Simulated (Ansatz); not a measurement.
System: BH, charge 1, doublet. BH+ (parent SMILES [BH], doublet).
B3LYP-D3(BJ)/def2-TZVP minimum from Ansatz (an electronic-structure program):
```
B
H 1 1.2044
```
Charge +1, spin multiplicity 2.

Total energies in aug-cc-pVTZ, 3 correlated electrons, 1 frozen orbitals. Open shells are spin-unrestricted; no spin-orbit coupling. Correlated methods leave the cores frozen. No relativity. Full CI freezes restricted core orbitals and the other rows unrestricted ones, which leaves a small offset even where coupled cluster is exact. The spin of HB+ (parent SMILES [BH], doublet) was assumed, and the state is the lowest solution found for it.

```tsv
method	program	energy (Eh)	error against FCI (mEh)
HF	Ansatz	-24.82110	52.37
MP2	Ansatz	-24.85956	13.91
CCSD	Ansatz	-24.87249	0.98
CCSD(T)	Ansatz	-24.87321	0.27
CCSDT	Ansatz	-24.87348	-0.01
FCI	Ansatz	-24.87347	0.00
```
